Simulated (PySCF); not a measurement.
These compounds are isomers of formula C8H9F.

A. SMILES C=CC1=CCC(F)=CC1
B. SMILES FC1=CC(CC)=CC=C1
C. `C=C1C=CC(CC)=C1F`

Spectrum 1. ¹H NMR (400 MHz, computed): δ 6.43 (m, 1H), 6.33 (m, 1H), 6.03 (m, 1H), 5.82 (m, 1H), 2.42 (q, 2H), 1.15 (t, 3H). ¹³C{¹H} NMR (computed): δ 161.5 (C), 151.8 (C), 139.3 (CH), 132.1 (C), 129.2 (CH2), 120.8 (CH), 22.3 (CH2), 16.9 (CH3).

Spectrum 2. ¹H NMR (400 MHz, computed): δ 7.58 (m, 1H), 7.20 (d, 1H), 7.18 (m, 1H), 7.17 (m, 1H), 2.65 (q, 2H), 1.22 (t, 3H). ¹³C{¹H} NMR (computed): δ 173.3 (C), 154.2 (C), 135.9 (CH), 128.3 (CH), 120.5 (CH), 118.2 (CH), 35.1 (CH2), 22.3 (CH3).

Spectrum 3. ¹H NMR (400 MHz, computed): δ 6.66 (m, 1H), 5.92 (m, 1H), 5.56 (m, 1H), 5.36 (m, 1H), 5.30 (m, 1H), 3.18 (m, 2H), 3.08 (m, 2H). ¹³C{¹H} NMR (computed): δ 167.3 (C), 146.6 (CH), 140.0 (C), 133.4 (CH), 118.2 (CH2), 106.4 (CH), 32.1 (CH2), 28.7 (CH2).

How the numbers were obtained: GIAO PBE0/pcSseg-1 shieldings, geometry from GFN2-xTB, in PySCF 2.14.0 with density-fitted response routines (one conformer, non-relativistic Hamiltonian, no solvent, equivalent nuclei averaged).

References, each an isolated molecule treated in the same way: ¹H and ¹³C vs TMS. Splittings of carbon signals by F and P are missing where no couplings were computed. Where no couplings were computed, multiplicities follow the n + 1 count of equivalent neighbours, and m marks all less simple cases (inequivalent or close neighbours, rings, F or P nearby). Shifts are as computed. Against solution values, carbons near 30 ppm lie about +3 ppm off and those near 130 ppm about +5 ppm. Of 1211 compounds with measured shifts, 218 miss one by over three times the rms of a fit or turn the order of signals round; such compounds aren't used in these exercises.

Task: Match each spectrum to its structure.

Result: 1–C, 2–B, 3–A.

- Spectrum 1 (C): 8 ¹³C signals; δC 161.5 is a fully substituted alkene carbon; δC 151.8 is a fully substituted alkene carbon.
- Spectrum 2 (B): 8 ¹³C signals; δC 173.3 is an aromatic carbon bearing fluorine; δC 135.9 is an aromatic CH.
- Spectrum 3 (A): 8 ¹³C signals; δC 146.6 is an alkene CH; δC 140.0 is a fully substituted alkene carbon.
